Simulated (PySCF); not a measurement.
# Radial density of S²⁺ (sulfur, charge +2)

LDA, [Ne] 3s2 3p2, high-spin 3P determinant. All numbers are calculated (PySCF 2.14, scalar relativity by spin-free X2C-1e, in Sapporo-DZP-2012 (5s4p2d, 27 functions)).

| r (bohr) | 4πr²ρ (e/bohr) | 4πr²(ρα − ρβ) |
| --- | --- | --- |
| 0.00182 | 0.1030 | 0.0000 |
| 0.00306 | 0.2843 | 0.0000 |
| 0.00516 | 0.7577 | 0.0000 |
| 0.00867 | 1.905 | 0.0001 |
| 0.0146 | 4.477 | 0.0002 |
| 0.0245 | 9.215 | 0.0010 |
| 0.0413 | 15.42 | 0.0055 |
| 0.0694 | 18.29 | 0.0273 |
| 0.117 | 14.14 | 0.1059 |
| 0.196 | 12.74 | 0.2514 |
| 0.330 | 17.60 | 0.2411 |
| 0.556 | 10.57 | -0.0011 |
| 0.934 | 2.885 | 0.5483 |
| 1.57 | 2.768 | 1.3158 |
| 2.64 | 0.6654 | 0.4200 |
| 4.45 | 0.01011 | 0.0063 |

Densities and radii are taken from the X2C orbitals without a picture-change correction, which distorts them close to the nucleus.
